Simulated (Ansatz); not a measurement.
Gas-phase electronic energies from Ansatz, PBE0-D4/def2-TZVP geometries. CCSD(T)/CBS is the MP2 limit (def2-TZVPP, def2-QZVPP) plus CCSD(T) − MP2 in def2-TZVPP, frozen cores. This one scheme is used for every species. Functionals use def2-TZVPP. B3LYP here is the variant with VWN-RPA as its local correlation; programs differ in this. For Ga outer-core shells are correlated without core-valence functions, which leaves a few kJ/mol of doubt a bond. Scalar relativity is left out up to krypton. One conformer a species, not always the lowest.

Consider the cleavage of the B–Ga bond: `[NH2][GaH][BH][SiH3]` + `OCO` → `OCOB[SiH3]` + `[NH2][GaH2]`.

**Question.** Is it downhill or uphill in electronic energy at CCSD(T)/CBS, and by how much? (Estimate.)

**Answer.** Computed: Downhill: ΔE = -1.42 eV.

**Question.** What do these levels give: B3LYP-D4, B2PLYP, B3LYP, MP2/def2-TZVPP, CCSD/def2-TZVPP, CCSD/CBS(def2)? (Best estimate.)

**Answer.** Ansatz gave: B3LYP-D4 -1.51, B2PLYP -1.51, B3LYP -1.48, MP2/def2-TZVPP -1.51, CCSD/def2-TZVPP -1.45, CCSD/CBS(def2) -1.40 eV.

Largest T1 diagnostic among the species: 0.015.
